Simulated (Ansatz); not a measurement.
Computed with Ansatz on PBE0-D4/def2-TZVP structures; ΔE is electronic, products minus reactants. CCSD(T)/CBS adds triple-zeta CCSD(T) − MP2 to the extrapolated MP2 energy (def2 sets, frozen cores). This one scheme is used for every species. DFT in def2-TZVPP. def2 core potentials past Kr. For Sn outer-core shells are correlated without core-valence functions, which leaves a few kJ/mol of doubt a bond. Each species was taken in one conformer, which may not be the lowest.

Consider the hydrogenolysis of the Sn–C bond: `[F][SnH2][CH2]Cl` + H₂ → `[F][SnH3]` + `CCl`.

```tsv
level	ΔE (kcal/mol)
ωB97X-V	-10.6
PBE	-10.3
revPBE	-10.7
CCSD/def2-TZVPP	-11.0
```

Problem. What does CCSD(T)/CBS give? (Estimate.)

Solution. The calculation gave: -8.1 kcal/mol. The listed levels differ from it by -2.5, -2.2, -2.6, -2.9 kcal/mol.

Largest T1 diagnostic among the species: 0.014.

Leaving LDA and LC-ωPBE aside and taking each functional with its dispersion term where it has one, the values, not all of them listed here, spread over 4.7 kcal/mol, from B97M-V to revPBE-D4. At CCSD(T), def2-SVP lies −4.1 kcal/mol from the extrapolated value and def2-TZVPP −1.5 kcal/mol. In def2-TZVPP, CCSD(T) changes the Hartree–Fock value by +7.3 kcal/mol (the triples alone add +1.4 kcal/mol) and MP2 by +9.3 kcal/mol.
